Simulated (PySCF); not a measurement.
N-methyl thienopyrroledione (C7H5NO2S), SMILES CN1C(=O)c2cscc2C1=O.

Geometry optimised at TPSSh-D3(BJ)/def2-SVP. The geometry has at least one imaginary mode, so it is a saddle point at that level.

Two levels are set side by side: PBE/def2-SVP (PySCF) and PBE0/def2-SVP (PySCF). Same geometry, gas phase. Differences are taken from unrounded values.

| quantity | PBE0 |
|---|---|
| orbital gap (eV) | 5.89 |
| highest occupied level (eV) | -7.73 |
| lowest empty level (eV) | -1.85 |
| dipole moment (D) | 1.96 |
| mean polarisability (bohr³) | 96.1 |

Question: What does PBE give, and how far is it from PBE0? (An estimate is asked for; the answer gives what the named calculation found.)

Answer: 
```
quantity                       PBE  PBE minus PBE0
---------------------------  -----  --------------
orbital gap (eV)              3.44           -2.44
highest occupied level (eV)  -6.11            1.63
lowest empty level (eV)      -2.66           -0.82
dipole moment (D)             1.76           -0.20
mean polarisability (bohr³)   99.6             3.5
```

Without exact exchange PBE keeps part of each electron's self-repulsion, which lifts occupied levels and narrows the gap. PBE's more diffuse valence density responds more strongly to a field. Differences between two approximate levels are no errors against the true value.

Rough cost on one machine, each run with all the roots and properties that it gave: PBE0 against PBE within a factor of 2.
